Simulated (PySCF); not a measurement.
Compound: C5H10O2Si.
Numbering: `[O:1]=[CH:2][C@H:3]1[CH2:4][O:5][CH2:6][CH2:7][SiH2:8]1`

Structure used (PBE0-D3(BJ)/def2-SVP), in Å, numbered top down from 1:
```
atom  x, y, z in Å
O1     2.9999   -0.9242   -0.8904
C2     1.9327   -0.3744   -0.9814
C3     1.2652    0.3787    0.1299
C4     0.2843    1.4389   -0.3963
O5    -0.7881    0.8875   -1.1110
C6    -1.7767    0.2667   -0.3285
C7    -1.3246   -1.0655    0.2745
Si8    0.2714   -0.8141    1.2433
H9     1.3436   -0.4093   -1.9350
H10    2.0542    0.8305    0.7546
H11   -0.0847    2.0581    0.4468
H12    0.7963    2.1203   -1.0946
H13   -2.6389    0.1164   -0.9964
H14   -2.1060    0.9552    0.4777
H15   -2.1212   -1.4842    0.9110
H16   -1.1438   -1.7921   -0.5357
H17   -0.0105   -0.0994    2.5282
H18    1.0160   -2.0763    1.5167
```

NICS = −σ at a ghost point: NICS(0) at the centroid of the ring atoms, NICS(1) 1 Å to either side along the normal of their mean plane, zz for the tensor component along that normal. Level: GIAO PBE0/pcSseg-1 (PySCF, non-relativistic, gas phase) on the PBE0-D3(BJ)/def2-SVP geometry, one conformer.

Ring bond lengths (Å), with Mayer bond orders in brackets: C3–C4 1.537 (0.98), C4–O5 1.402 (0.94), O5–C6 1.405 (0.93), C6–C7 1.531 (1.02), C7–Si8 1.884 (0.91), Si8–C3 1.911 (0.82).

Question: Give the NICS values of each ring in ppm.

Answer: 
```
              ring                                                    type  NICS(0)  NICS(1), two faces  NICS(1)zz, two faces  rms pucker (Å)  centre to ring atoms, mean (Å)
C3–C4–O5–C6–C7–Si8  6-membered ring with O and Si; formal bonds all single     -1.3         -1.4 / -0.8             2.8 / 3.4            0.24                            1.54
```

Question: What do they say, and how far can they be read as aromaticity?

Answer: 
- C3–C4–O5–C6–C7–Si8: mean NICS(1)zz 3.1 ppm, deshielded. C3, C4, C6, C7, Si8 have four or more neighbours, so the value isn't read as a sign of a π ring current.

Question: What are the shieldings of the ring atoms and their hydrogens in the same run (means over atoms taken as equivalent)?

Answer: 
```
atoms                  environment  σ isotropic (ppm)  principal values of the symmetric part, first atom (ppm)
   C3  sp3 carbon bound to silicon              143.0                                       119.9, 128.3, 180.9
   C4   sp3 carbon bound to oxygen              115.7                                         86.4, 94.9, 165.9
   O5          cyclic ether oxygen              289.9                                       248.7, 297.9, 323.1
   C6   sp3 carbon bound to oxygen              114.7                                         86.0, 95.0, 163.2
   C7  sp3 carbon bound to silicon              174.7                                       153.0, 182.5, 188.8
  Si8                 SiH2 silicon              389.7                                       365.5, 393.2, 410.4
  H10             methine hydrogen              29.51                                          26.6, 27.6, 34.3
  H11           methylene hydrogen              27.78                                          23.5, 27.5, 32.4
  H12           methylene hydrogen              26.78                                          21.8, 26.1, 32.5
  H13           methylene hydrogen              26.86                                          21.7, 26.5, 32.4
  H14           methylene hydrogen              27.93                                          23.4, 27.8, 32.6
  H15           methylene hydrogen              30.77                                          26.6, 27.4, 38.2
  H16           methylene hydrogen              30.12                                          26.8, 27.6, 35.9
  H17                Si–H hydrogen              26.92                                          24.1, 24.9, 31.8
```

The list is cut; further classes of hydrogen are left out.

Question: How do the values depend on the level or the medium?

Answer: 
| level | NICS(0), C3–C4–O5–C6–C7–Si8 | mean NICS(1)zz, C3–C4–O5–C6–C7–Si8 |
| --- | --- | --- |
| PBE0/pcSseg-1, gas | -1.3 | 3.1 |
| WP04/pcSseg-1, gas | -1.3 | 2.9 |
| PBE0/pcSseg-1, IEF-PCM acetonitrile | -1.2 | 3.1 |

The geometry is the same throughout; the continuum's cavity takes Bondi-type radii × 1.2.

Hardware: an Arm Neoverse N1 with one thread (shared host). Cost: 73 s wall (grids of density and orbitals included), 1.2 GiB resident at most. This is the whole shielding run at PBE0/pcSseg-1, SCF included.
